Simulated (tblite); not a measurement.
C₇H₁₃ClSi.
Z-matrix (Å and degrees, GFN2-xTB geometry), rows numbered from 1:
```
C 
C   1  1.5281
C   2  1.5308  1  110.12
C   3  1.5269  2  112.98  1  -167.81
Si  4  1.9013  3  111.83  2   -57.46
C   5  1.8877  4  102.12  3    39.86
C   6  1.3240  5  125.34  4   139.45
Cl  7  1.7218  6  123.18  5     1.98
C   6  1.5015  5  115.10  4   -39.17
H   1  1.0881  2  110.30  3   -61.17
H   1  1.0876  2  110.67  3    58.71
H   1  1.0877  2  110.80  3   178.84
H   2  1.0963  1  108.62  3  -118.80
H   3  1.0930  2  109.08  1    70.01
H   3  1.0943  2  108.65  1   -46.64
H   4  1.0902  3  109.20  2   179.76
H   4  1.0919  3  108.72  2    64.08
H   5  1.4701  4  110.71  3   -75.19
H   5  1.4611  4  110.71  3   161.35
H   7  1.0818  6  124.26  5  -178.68
H   9  1.0938  2  108.50  1   -69.22
H   9  1.0935  2  109.28  1    47.98
```

All values are computed: GFN2-xTB (tblite) harmonic vibrations without scaling, gas phase. This tight-binding method is rough: wavenumbers can miss measured ones by several per cent, in bad cases by 10 to 20. Modes of hydrogen on silicon can be 10 to 20 % off. One conformer, not necessarily the lowest.

Harmonic wavenumbers (cm⁻¹): 41.0, 86.2, 131.5, 201.2, 211.6, 226.0, 260.2, 300.1, 316.3, 359.8, 435.6, 451.8, 494.1, 552.2, 581.8, 616.9, 672.2, 723.0, 766.3, 777.1, 801.2, 820.3, 884.1, 901.7, 953.3, 974.7, 1043.0, 1079.7, 1094.9, 1114.7, 1144.0, 1154.4, 1207.7, 1231.4, 1251.0, 1287.1, 1302.8, 1316.0, 1340.6, 1367.8, 1416.7, 1474.0, 1483.5, 1500.5, 1504.8, 1506.1, 1656.4, 2208.9, 2284.6, 2923.3, 2940.0, 2944.8, 2958.0, 2964.3, 2971.9, 2992.0, 3028.5, 3030.4, 3032.1, 3038.1.

A = 2001, B = 693.6, C = 547.8 MHz; mass 160.048 u (most abundant isotopes); point group C1, symmetry number 1.

Q: What is the zero-point energy?

A: ½Σν̃ = 39167 cm⁻¹ = 111.98 kcal/mol.

Q: What is S at 350 K and 1 bar for an ideal gas of classical rigid rotors and harmonic oscillators?

A: Translation 41.94, rotation 30.90, vibration 35.96: S = 108.8 cal/(mol K).

Q: And Cp and H(350 K) − H(0)?

A: Cp = 49.01 cal/(mol K), of which vibrations give 41.06 (their classical limit is 60 R = 119.2); H(350 K) − H(0) = 9.68 kcal/mol without the zero-point energy, 6.90 from vibrations.

Q: What must be added to the electronic energy to get the Gibbs energy at 350 K and 1 bar?

A: ZPE + [H(350 K) − H(0)] − T·S = 111.98 + 9.68 − 38.08 = 83.58 kcal/mol.

Q: Which modes carry the vibrational entropy at 350 K?

A: 41.0 cm⁻¹: 5.53; 86.2 cm⁻¹: 4.06; 131.5 cm⁻¹: 3.23; 201.2 cm⁻¹: 2.42; 211.6 cm⁻¹: 2.33; 226.0 cm⁻¹: 2.20 cal/(mol K); the other 54 give 16.19 together.

Hindered rotation and anharmonicity are outside this model. Other conformers, if any are populated, would add a mixing term that is left out. The structure is chiral; the term R ln 2 for an equal mix with its mirror image is left out.
